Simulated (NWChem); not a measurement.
Species: KI; SMILES [K][I]

Results from NWChem. def2 effective core potentials on I; no spin-orbit coupling. The level has its own optimisation; frequencies are unscaled.

Q: What does the run give for PBE0/def2-SVP? Quantities: r I–K (Å); highest harmonic frequency (cm⁻¹); zero-point energy (kcal/mol).

A: The r I–K (Å) is 3.071 and the highest harmonic frequency (cm⁻¹) is 184. The zero-point energy (kcal/mol) comes out as 0.3.
